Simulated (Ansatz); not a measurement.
Mulliken charges of `C[OH+][In-]([Cl])([Cl])[Cl]` from PBE/def2-TZVPP in Ansatz (PBE0-D4/def2-TZVP geometry).

```csv
atom,x (Å),y (Å),z (Å),charge (e)
C1,0.478,-1.231,0.805,-0.164
O2,0.759,0.035,0.193,-0.253
In3,-0.826,1.345,-0.756,0.871
Cl4,-2.348,-0.329,-1.276,-0.359
Cl5,0.701,1.973,-2.396,-0.365
Cl6,-1.363,2.798,0.955,-0.342
H7,1.380,-1.609,1.287,0.129
H8,0.102,-1.944,0.070,0.138
H9,-0.287,-1.051,1.557,0.129
H10,1.488,-0.040,-0.435,0.214
```

Problem. By hand: the dipole of these point charges (1 e Å = 4.8032 D).

Solution. Σ q r = (0.537, -0.814, 0.450) e Å, of length 1.074 e Å = 5.16 D.

Problem. How does the dipole of the full density compare? (An estimate is asked.)

Solution. The calculation gave: (0.613, -0.741, 0.347) e Å, 4.91 D; the point charges give 1.05 times that, at 8° from its direction.

Point charges leave out the atoms' own dipoles, such as those of lone pairs, and Mulliken's split depends on the basis, so the close match here is no proof of good charges.
